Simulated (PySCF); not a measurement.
Os: excitation energy

Os [Xe] 4f14 5d6 6s2 (5D) → Os [Xe] 4f14 5d7 6s1 (5F), as a difference of total energies. Calculation: PySCF 2.14, in def2-TZVPPD with the def2 core potential (60 electrons) (6s5p3d2f1g, 59 functions); a scalar-relativistic core potential. Correlated levels: valence: 5s2 5p6 frozen. The calculations carry no spin-orbit coupling.

| method | excitation energy (cm⁻¹) |
| --- | --- |
| UHF | 5006.9 |
| MP2 (valence) | 3918.1 |
| SCS-MP2 (valence) | 3904.9 |
| CCSD (valence) | 4672.0 |
| CCSD(T) (valence) | 4693.9 |

Problem. How much does correlation contribute at CCSD(T) (valence)?

Solution. 4693.9 − (5006.9) = -313.0 cm⁻¹, measured against UHF.

Errors of the correlated levels include the incompleteness of this basis and the frozen core.

For comparison: 6433.0 cm⁻¹ (measured; NIST levels, between the centres of gravity of the two terms).
